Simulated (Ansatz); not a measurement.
Born–Oppenheimer molecular dynamics of Cl2FH4HfOSi (10 atoms, charge 0, multiplicity 2). It starts at the highest image of a converged band. Of that band: A structure lower than the first end lies on the path between it and the top, so the climb from that side starts below the end, which may itself be a saddle point or a shallow side well. A vibrational analysis at the climbing image gives one clearly imaginary mode, 1084i cm⁻¹, and a faint second one (13i cm⁻¹) that may be numerical noise or a soft torsion: probably a first-order saddle point.

Theory: Ansatz 0.2.0, UKS PBE/def2-SVP.

| Quantity | Value |
| --- | --- |
| ensemble | NVE (velocity Verlet) |
| time step | 0.5 fs |
| steps asked | 200 |
| starting velocities drawn for | 300 K |
| seed | 5929 |

Frames 2.5 fs apart, positions in Å, forces in eV/Å.

Velocities at 15 fs (Å/ps):

```
Hf 0.33 -0.91 1.50
F 5.34 8.40 -13.95
Cl -0.25 0.47 1.15
O -0.12 2.52 2.62
Si -2.76 -1.10 -1.63
H 17.83 0.27 9.04
H -11.51 -9.68 17.17
H 28.98 -4.93 -18.18
Cl -2.50 1.26 -3.49
H -18.29 -52.66 75.45
```

```xyz
10
Properties=species:S:1:pos:R:3:forces:R:3 time_fs=15 energy_less_start_eV=-0.646 T=925
Hf 0.118 0.012 0.051 -0.75 0.16 1.97
F 0.257 0.157 2.008 0.15 0.71 -1.45
Cl 2.142 0.469 -1.046 0.26 0.00 -0.18
O -1.349 1.121 -0.609 -0.12 -0.30 -0.05
Si -2.759 1.850 -1.247 0.41 0.00 -0.20
H -4.002 1.480 -0.498 0.10 0.04 0.30
H -2.494 3.330 -1.278 -0.13 -0.04 0.12
H -3.011 1.390 -2.655 0.19 -0.07 -0.03
Cl -0.504 -2.221 0.393 -0.09 -0.37 -0.62
H -0.228 -1.328 3.569 -0.04 -0.12 0.14
10
Properties=species:S:1:pos:R:3:forces:R:3 time_fs=17.5 energy_less_start_eV=-0.746 T=1021
Hf 0.119 0.010 0.055 -0.87 0.31 1.15
F 0.271 0.179 1.971 0.17 0.66 -0.63
Cl 2.141 0.470 -1.044 0.30 0.00 -0.19
O -1.349 1.127 -0.603 -0.07 -0.33 -0.03
Si -2.765 1.847 -1.251 0.95 -0.45 -0.53
H -3.959 1.480 -0.467 -0.32 -0.14 0.30
H -2.526 3.309 -1.233 -0.06 0.37 0.01
H -2.934 1.377 -2.697 0.03 0.10 0.42
Cl -0.511 -2.218 0.384 -0.11 -0.48 -0.57
H -0.275 -1.463 3.761 -0.02 -0.05 0.06
10
Properties=species:S:1:pos:R:3:forces:R:3 time_fs=20 energy_less_start_eV=-0.776 T=1050
Hf 0.119 0.008 0.059 -1.00 0.39 0.07
F 0.285 0.203 1.932 0.23 0.69 0.38
Cl 2.141 0.471 -1.041 0.31 0.00 -0.19
O -1.350 1.131 -0.596 -0.01 -0.34 -0.02
Si -2.769 1.843 -1.257 1.15 -0.54 -0.27
H -3.933 1.473 -0.418 -0.32 -0.18 0.05
H -2.562 3.308 -1.186 -0.05 0.39 -0.09
H -2.856 1.370 -2.715 -0.17 0.17 0.54
Cl -0.517 -2.216 0.373 -0.13 -0.56 -0.51
H -0.322 -1.600 3.957 -0.01 -0.02 0.03
10
Properties=species:S:1:pos:R:3:forces:R:3 time_fs=22.5 energy_less_start_eV=-0.751 T=1026
Hf 0.119 0.006 0.064 -1.12 0.40 -1.16
F 0.300 0.230 1.895 0.33 0.77 1.54
Cl 2.142 0.472 -1.039 0.31 -0.01 -0.18
O -1.351 1.134 -0.590 0.04 -0.32 -0.01
Si -2.771 1.838 -1.263 1.04 -0.20 0.59
H -3.925 1.455 -0.367 -0.04 -0.11 -0.37
H -2.601 3.328 -1.145 -0.07 0.00 -0.20
H -2.787 1.372 -2.704 -0.35 0.11 0.23
Cl -0.524 -2.215 0.362 -0.15 -0.62 -0.45
H -0.370 -1.739 4.155 0.00 -0.01 0.01
10
Properties=species:S:1:pos:R:3:forces:R:3 time_fs=25 energy_less_start_eV=-0.669 T=947
Hf 0.119 0.004 0.068 -1.21 0.33 -2.34
F 0.316 0.258 1.862 0.44 0.89 2.64
Cl 2.143 0.473 -1.037 0.29 -0.01 -0.17
O -1.352 1.136 -0.584 0.09 -0.29 0.00
Si -2.771 1.833 -1.267 0.89 0.21 1.49
H -3.920 1.430 -0.337 0.15 -0.06 -0.65
H -2.645 3.349 -1.116 -0.06 -0.37 -0.28
H -2.739 1.381 -2.679 -0.43 -0.04 -0.30
Cl -0.531 -2.215 0.351 -0.16 -0.66 -0.39
H -0.419 -1.879 4.354 0.00 0.00 0.00
10
Properties=species:S:1:pos:R:3:forces:R:3 time_fs=27.5 energy_less_start_eV=-0.621 T=901
Hf 0.118 0.002 0.071 -1.25 0.23 -3.22
F 0.333 0.290 1.838 0.54 1.01 3.44
Cl 2.145 0.474 -1.036 0.24 -0.03 -0.15
O -1.352 1.137 -0.578 0.13 -0.25 0.00
Si -2.768 1.828 -1.269 0.86 0.30 1.71
H -3.907 1.401 -0.345 0.06 -0.08 -0.62
H -2.691 3.348 -1.103 0.01 -0.41 -0.29
H -2.716 1.388 -2.671 -0.44 -0.09 -0.53
Cl -0.538 -2.216 0.338 -0.16 -0.67 -0.33
H -0.467 -2.018 4.553 0.00 0.00 0.00
10
Properties=species:S:1:pos:R:3:forces:R:3 time_fs=30 energy_less_start_eV=-0.662 T=940
Hf 0.117 0.000 0.073 -1.21 0.15 -3.53
F 0.352 0.325 1.824 0.58 1.05 3.70
Cl 2.147 0.475 -1.035 0.18 -0.04 -0.14
O -1.352 1.137 -0.571 0.16 -0.19 -0.01
Si -2.764 1.824 -1.267 0.95 -0.05 0.99
H -3.891 1.367 -0.389 -0.24 -0.19 -0.33
H -2.737 3.325 -1.107 0.10 -0.09 -0.22
H -2.719 1.390 -2.692 -0.37 0.01 -0.18
Cl -0.546 -2.219 0.325 -0.15 -0.64 -0.27
H -0.515 -2.158 4.751 0.00 0.00 -0.01
10
Properties=species:S:1:pos:R:3:forces:R:3 time_fs=32.5 energy_less_start_eV=-0.738 T=1013
Hf 0.115 -0.001 0.074 -1.04 0.15 -3.19
F 0.373 0.363 1.822 0.53 0.98 3.34
Cl 2.149 0.476 -1.034 0.10 -0.07 -0.12
O -1.351 1.137 -0.565 0.15 -0.13 -0.04
Si -2.758 1.819 -1.263 0.91 -0.54 0.04
H -3.889 1.321 -0.452 -0.47 -0.27 -0.02
H -2.778 3.297 -1.124 0.17 0.34 -0.09
H -2.744 1.392 -2.723 -0.23 0.13 0.31
Cl -0.553 -2.222 0.311 -0.13 -0.59 -0.23
H -0.563 -2.297 4.950 0.00 0.00 -0.01
10
Properties=species:S:1:pos:R:3:forces:R:3 time_fs=35 energy_less_start_eV=-0.837 T=1109
Hf 0.113 -0.003 0.074 -0.75 0.24 -2.31
F 0.395 0.405 1.831 0.40 0.78 2.46
Cl 2.152 0.477 -1.033 0.00 -0.09 -0.10
O -1.350 1.135 -0.559 0.13 -0.07 -0.07
Si -2.750 1.814 -1.259 0.42 -0.77 -0.37
H -3.913 1.261 -0.518 -0.28 -0.15 0.05
H -2.808 3.287 -1.146 0.21 0.41 0.05
H -2.782 1.402 -2.737 -0.03 0.16 0.49
Cl -0.561 -2.226 0.298 -0.11 -0.51 -0.20
H -0.611 -2.437 5.148 0.00 0.00 -0.01
10
Properties=species:S:1:pos:R:3:forces:R:3 time_fs=37.5 energy_less_start_eV=-0.915 T=1184
Hf 0.111 -0.004 0.073 -0.40 0.41 -1.16
F 0.419 0.448 1.847 0.21 0.47 1.35
Cl 2.154 0.478 -1.032 -0.10 -0.12 -0.08
O -1.348 1.134 -0.553 0.12 -0.04 -0.11
Si -2.741 1.807 -1.255 -0.37 -0.56 -0.22
H -3.953 1.192 -0.581 0.21 0.14 -0.01
H -2.825 3.300 -1.165 0.23 0.04 0.16
H -2.822 1.421 -2.724 0.17 0.07 0.25
Cl -0.570 -2.232 0.283 -0.08 -0.41 -0.18
H -0.659 -2.576 5.346 0.00 0.00 0.00
10
Properties=species:S:1:pos:R:3:forces:R:3 time_fs=40 energy_less_start_eV=-0.909 T=1179
Hf 0.109 -0.006 0.072 -0.02 0.61 -0.01
F 0.444 0.494 1.868 -0.01 0.13 0.24
Cl 2.157 0.479 -1.032 -0.19 -0.15 -0.07
O -1.345 1.132 -0.548 0.12 -0.05 -0.14
Si -2.733 1.798 -1.252 -0.94 -0.18 0.09
H -3.981 1.132 -0.644 0.53 0.36 0.05
H -2.829 3.314 -1.175 0.24 -0.35 0.25
H -2.852 1.444 -2.697 0.32 -0.07 -0.24
Cl -0.578 -2.237 0.269 -0.05 -0.30 -0.17
H -0.707 -2.715 5.544 0.00 0.00 0.00
10
Properties=species:S:1:pos:R:3:forces:R:3 time_fs=42.5 energy_less_start_eV=-0.867 T=1138
Hf 0.107 -0.007 0.071 0.33 0.81 0.98
F 0.468 0.539 1.889 -0.22 -0.20 -0.70
Cl 2.159 0.479 -1.031 -0.28 -0.17 -0.06
O -1.343 1.130 -0.543 0.14 -0.08 -0.15
Si -2.727 1.789 -1.249 -1.04 0.04 0.10
H -3.979 1.092 -0.703 0.47 0.37 0.24
H -2.818 3.310 -1.170 0.21 -0.43 0.30
H -2.864 1.463 -2.684 0.41 -0.14 -0.54
Cl -0.586 -2.244 0.254 -0.01 -0.20 -0.16
H -0.755 -2.854 5.741 0.00 0.00 0.00
```

Of the whole run (100 fs, mean temperature of the second half 948 K): The conserved energy stayed within 0.039 meV per atom of its start (net change 0.0099 meV per atom), so the integration is sound. The kinetic energy rose, since the run started high on the potential surface and went downhill. It ends in pieces (Cl2FH3HfOSi + H), so much of that is their flight and rotation, not heat. A run of 0.1 ps of so small a system gives no equilibrium averages.

Run time: 9.1 min on 4 threads of Intel(R) Xeon(R) Platinum 8488C (Sapphire Rapids) (shared host), peak memory 0.3 GiB.
